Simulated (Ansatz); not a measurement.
Calculated with Ansatz (gas phase, PBE0-D4/def2-TZVP geometries, no zero-point term in ΔE). CCSD(T)/CBS adds triple-zeta CCSD(T) − MP2 to the extrapolated MP2 energy (def2 sets, frozen cores). This one scheme is used for every species. Functionals use def2-TZVPP. B3LYP here is the variant with VWN-RPA as its local correlation; programs differ in this. One conformer a species, not always the lowest.

Consider the hydrogenolysis of the Si–O bond: `N[Si@H](F)O[Si@@H](N)O` + H₂ → `N[SiH2]F` + `N[SiH](O)O`.

**Question.** Is it downhill or uphill in electronic energy at CCSD(T)/CBS, and by how much? (Estimate.)

**Answer.** Computed: Uphill: ΔE = +1.24 eV.

**Question.** What do these levels give: B3LYP, HF/def2-TZVPP, SCS-MP2/def2-TZVPP, CCSD(T)/def2-TZVPP, HF/def2-QZVPP, MP2/CBS(def2)? (Best estimate.)

**Answer.** The calculation gave: B3LYP 1.10, HF/def2-TZVPP 1.17, SCS-MP2/def2-TZVPP 1.22, CCSD(T)/def2-TZVPP 1.22, HF/def2-QZVPP 1.19, MP2/CBS(def2) 1.28 eV.

Largest T1 diagnostic among the species: 0.011.

From PBE to PBE0 (25 % exact exchange), in def2-TZVPP and without D4, ΔE moves by +0.05 eV. In def2-TZVPP, CCSD(T) changes the Hartree–Fock value by +0.05 eV (the triples alone add +0.02 eV) and MP2 by +0.09 eV.
